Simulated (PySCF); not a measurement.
# Ionisation energy of Sn by level of theory

Sn [Kr] 4d10 5s2 5p2 (3P) → Sn⁺ [Kr] 4d10 5s2 5p1 (2P), as a difference of total energies. All numbers are calculated (PySCF 2.14, scalar relativity through the core potential, in def2-SVP with the def2 core potential (28 electrons) (4s4p2d, 26 functions)). Correlated levels: valence: 4s2 4p6 4d10 frozen. The calculations carry no spin-orbit coupling.

```json
{"method": "UHF", "ionisation energy (eV)": "6.853", "error (eV)": "-0.536"}
{"method": "BP86", "ionisation energy (eV)": "7.381", "error (eV)": "-0.008"}
{"method": "TPSS", "ionisation energy (eV)": "7.249", "error (eV)": "-0.140"}
{"method": "MP2 (valence)", "ionisation energy (eV)": "7.058", "error (eV)": "-0.331"}
{"method": "SCS-MP2 (valence)", "ionisation energy (eV)": "7.005", "error (eV)": "-0.384"}
{"method": "CCSD (valence)", "ionisation energy (eV)": "7.079", "error (eV)": "-0.310"}
{"method": "CCSD(T) (valence)", "ionisation energy (eV)": "7.085", "error (eV)": "-0.304"}
```

Reference: 7.389 eV (measured; NIST levels, between the centres of gravity of the two terms).

Errors of the correlated levels include the incompleteness of this basis and the frozen core.
